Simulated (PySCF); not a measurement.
**Electron correlation in I⁻ (iodine, charge -1)**

[Xe], closed-shell 1S. All numbers are calculated (PySCF 2.14, scalar relativity through the core potential, in aug-cc-pwCVTZ-PP with ECP28MDF (8s7p6d4f1g, 96 functions)). Frozen: 4s2 4p6 4d10; 8 electrons correlated.

MP2 pair energies summed by pair of shells (mhartree):

| pair | energy | share (%) |
| --- | --- | --- |
| 5p-5p | -107.65 | 70.0 |
| 5s-5p | -39.17 | 25.5 |
| 5s-5s | -6.95 | 4.5 |

Total MP2 correlation energy: -153.76 mhartree.

Same-spin part -36.88 and opposite-spin part -116.89 mhartree; SCS-MP2 scales them by 1/3 and 6/5 to -152.56 mhartree.
